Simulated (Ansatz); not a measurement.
Z-matrix (Å, degrees):
```
C
Cl 1 1.780
B 1 1.520 2 113.8
Al 1 1.957 2 115.7 3 166.5
O 1 1.509 2 111.8 3 -56.7
H 3 1.182 1 157.4 2 75.1
H 4 1.579 1 119.4 2 -17.9
H 4 1.583 1 116.4 2 165.1
```

Total charge 0; spin multiplicity 1.

Q: List the ωB97M-V/def2-TZVPP orbital energies in eV (Ansatz). (Best estimate.)

A: Computed: Occupied: -2772.05, -1532.47, -527.53, -283.75, -262.41, -199.94, -199.74, -199.72, -189.10, -117.09, -76.78, -76.56, -76.55, -32.87, -26.35, -20.20, -17.28, -15.88, -15.58, -14.10, -13.47, -12.64, -11.63, -11.08, -10.73, -9.78. Lowest empty: -0.33, 1.20, 1.84, 2.33, 2.74, 2.99, 3.27, 3.36.
